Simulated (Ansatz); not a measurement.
Reaction (ligand exchange at a B–S bond): `BS[SiH](C)Cl` + `N[SiH2]CO` → `BN[SiH2]CO` + `C[SiH](S)Cl`

Gas-phase electronic energies from Ansatz, PBE0-D4/def2-TZVP geometries. CCSD(T)/CBS is the MP2 limit (def2-TZVPP, def2-QZVPP) plus CCSD(T) − MP2 in def2-TZVPP, frozen cores. Functionals use def2-TZVPP. B3LYP here is the variant with VWN-RPA as its local correlation; programs differ in this. Each species was taken in one conformer, which may not be the lowest.

```json
{"level": "PBE-D4", "ΔE (kcal/mol)": "-8.5", "difference from CCSD(T)/CBS": "1.3"}
{"level": "r2SCAN-D4", "ΔE (kcal/mol)": "-9.1", "difference from CCSD(T)/CBS": "0.7"}
{"level": "PBE0-D4", "ΔE (kcal/mol)": "-8.9", "difference from CCSD(T)/CBS": "0.9"}
{"level": "B3LYP-D4", "ΔE (kcal/mol)": "-10.6", "difference from CCSD(T)/CBS": "-0.8"}
{"level": "ωB97X-V", "ΔE (kcal/mol)": "-10.2", "difference from CCSD(T)/CBS": "-0.4"}
{"level": "ωB97M-V", "ΔE (kcal/mol)": "-10.4", "difference from CCSD(T)/CBS": "-0.6"}
{"level": "B2PLYP", "ΔE (kcal/mol)": "-10.8", "difference from CCSD(T)/CBS": "-1.0"}
{"level": "PBE", "ΔE (kcal/mol)": "-9.0", "difference from CCSD(T)/CBS": "0.8"}
{"level": "r2SCAN", "ΔE (kcal/mol)": "-9.2", "difference from CCSD(T)/CBS": "0.6"}
{"level": "PBE0", "ΔE (kcal/mol)": "-9.4", "difference from CCSD(T)/CBS": "0.4"}
{"level": "B3LYP", "ΔE (kcal/mol)": "-11.5", "difference from CCSD(T)/CBS": "-1.7"}
{"level": "HF/def2-TZVPP", "ΔE (kcal/mol)": "-13.4", "difference from CCSD(T)/CBS": "-3.6"}
{"level": "MP2/def2-TZVPP", "ΔE (kcal/mol)": "-9.5", "difference from CCSD(T)/CBS": "0.3"}
{"level": "SCS-MP2/def2-TZVPP", "ΔE (kcal/mol)": "-10.6", "difference from CCSD(T)/CBS": "-0.8"}
{"level": "CCSD/def2-TZVPP", "ΔE (kcal/mol)": "-11.0", "difference from CCSD(T)/CBS": "-1.2"}
{"level": "CCSD(T)/def2-TZVPP", "ΔE (kcal/mol)": "-10.3", "difference from CCSD(T)/CBS": "-0.5"}
{"level": "HF/def2-QZVPP", "ΔE (kcal/mol)": "-13.6", "difference from CCSD(T)/CBS": "-3.8"}
{"level": "MP2/def2-QZVPP", "ΔE (kcal/mol)": "-9.3", "difference from CCSD(T)/CBS": "0.5"}
{"level": "SCS-MP2/def2-QZVPP", "ΔE (kcal/mol)": "-10.5", "difference from CCSD(T)/CBS": "-0.7"}
{"level": "HF/CBS(def2)", "ΔE (kcal/mol)": "-13.7", "difference from CCSD(T)/CBS": "-3.9"}
{"level": "MP2/CBS(def2)", "ΔE (kcal/mol)": "-9.0", "difference from CCSD(T)/CBS": "0.8"}
{"level": "CCSD/CBS(def2)", "ΔE (kcal/mol)": "-10.6", "difference from CCSD(T)/CBS": "-0.8"}
{"level": "CCSD(T)/CBS", "ΔE (kcal/mol)": "-9.8", "difference from CCSD(T)/CBS": "0"}
```

Largest T1 diagnostic among the species: 0.012.

The D4 term adds +0.8 kcal/mol with B3LYP and +0.4 kcal/mol with PBE0; it sums over pairs of atoms, weighted by their polarisabilities, and B3LYP, whose exchange is more repulsive, gets the larger term. In def2-TZVPP, CCSD(T) changes the Hartree–Fock value by +3.1 kcal/mol (the triples alone add +0.7 kcal/mol) and MP2 by +3.9 kcal/mol.
